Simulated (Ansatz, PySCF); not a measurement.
Gas-phase reaction in SMILES: O=BOB=O -> [B]=O + [O]B=O (the B-O bond at the site shown breaks; other sites are not compared here)
Structures are relaxed separately at B3LYP-D3(BJ)/def2-TZVP in Ansatz (a program for electronic structure), one conformer each, not searched for the lowest. Markedly spin-contaminated UHF reference, which strains HF, MP2 and, less, CCSD(T): [O]B=O.
Geometry of the first species:
```xyz
5

O     -2.3578    -0.3880    -0.4469
B     -1.2349     0.0007    -0.2404
O     -0.0192     0.4735    -0.0184
B      1.2301     0.1191     0.2357
O      2.3800    -0.1604     0.4682
```
Charge 0, spin multiplicity 1.

Quantity: bond dissociation energy (0 K, with B3LYP-D3(BJ) harmonic zero-point energies from PySCF), in kcal/mol. Valence correlation only, unless marked. Open shells are spin-unrestricted. Spin-orbit coupling is left out. No relativistic terms. 

```json
[
 {"level": "PBE-D4/def2-TZVPD", "program": "Ansatz + dftd4", "bond dissociation energy (kcal/mol)": "125.5"},
 {"level": "BLYP-D4/def2-TZVPD", "program": "Ansatz + dftd4", "bond dissociation energy (kcal/mol)": "123.0"},
 {"level": "BLYP/def2-TZVPD", "program": "Ansatz", "bond dissociation energy (kcal/mol)": "120.9"},
 {"level": "revPBE/def2-TZVPD", "program": "Ansatz", "bond dissociation energy (kcal/mol)": "118.2"},
 {"level": "r2SCAN-D4/def2-TZVPD", "program": "Ansatz + dftd4", "bond dissociation energy (kcal/mol)": "124.2"},
 {"level": "B3LYP-D3(BJ)/def2-TZVPD", "program": "Ansatz + dftd3", "bond dissociation energy (kcal/mol)": "129.3"},
 {"level": "B3LYP/def2-TZVPD", "program": "Ansatz", "bond dissociation energy (kcal/mol)": "127.8"},
 {"level": "PBE0-D3(BJ)/def2-TZVPD", "program": "Ansatz + dftd3", "bond dissociation energy (kcal/mol)": "130.7"},
 {"level": "PBE0/def2-TZVP", "program": "Ansatz", "bond dissociation energy (kcal/mol)": "130.0"},
 {"level": "BHLYP/def2-TZVPD", "program": "Ansatz", "bond dissociation energy (kcal/mol)": "132.5"},
 {"level": "r2SCANh-D4/def2-TZVPD", "program": "Ansatz + dftd4", "bond dissociation energy (kcal/mol)": "126.0"},
 {"level": "r2SCAN0-D4/def2-TZVPD", "program": "Ansatz + dftd4", "bond dissociation energy (kcal/mol)": "128.5"},
 {"level": "r2SCAN0/def2-TZVPD", "program": "Ansatz", "bond dissociation energy (kcal/mol)": "128.2"},
 {"level": "HSE06-D3(BJ)/def2-TZVPD", "program": "Ansatz + dftd3", "bond dissociation energy (kcal/mol)": "130.6"},
 {"level": "HSE06/def2-TZVPD", "program": "Ansatz", "bond dissociation energy (kcal/mol)": "129.9"},
 {"level": "wB97X-V/def2-TZVPD", "program": "Ansatz", "bond dissociation energy (kcal/mol)": "135.5"},
 {"level": "CCSD/STO-3G", "program": "Ansatz", "bond dissociation energy (kcal/mol)": "106.4"},
 {"level": "CCSD/6-31G*", "program": "Ansatz", "bond dissociation energy (kcal/mol)": "127.5"},
 {"level": "CCSD/cc-pwCVTZ", "program": "Ansatz", "bond dissociation energy (kcal/mol)": "131.8"},
 {"level": "CCSD(T)/STO-3G", "program": "Ansatz", "bond dissociation energy (kcal/mol)": "112.1"}
]
```
